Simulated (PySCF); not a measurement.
A run for PySCF: R-MP2/6-31G* on C3H8 (SMILES CCC).

```python
from pyscf import gto, scf, dft, mp
from pyscf.data.elements import chemcore

mol = gto.M(
    atom='''
    C     0.79639967   -1.09197607    3.54550977
    C     0.05650635   -0.04531563    4.37438224
    C    -0.75611549    0.92224018    3.51784703
    H     1.36912886   -1.76995255    4.18019202
    H     0.10047802   -1.69631644    2.95844864
    H     1.49411269   -0.62314680    2.84724756
    H     0.77370314    0.52168795    4.97419011
    H    -0.60999030   -0.54335639    5.08387084
    H    -1.28090765    1.66510012    4.12037980
    H    -0.10625339    1.47684418    2.83157817
    H    -1.52046633    0.38753203    2.94277126
    ''',
    basis='6-31g*',
    cart=True,
    charge=0, spin=0, verbose=3, max_memory=1800)
mf = scf.RHF(mol)
mf.conv_tol = 1e-8
mf.max_cycle = 100
mf.kernel()
if not mf.converged:
    mf = mf.newton().run(mf.mo_coeff, mf.mo_occ)
pt = mp.MP2(mf, frozen=chemcore(mol)).run()
```

Problem. Give the final energy of this run.

Solution. -118.6601 hartree.
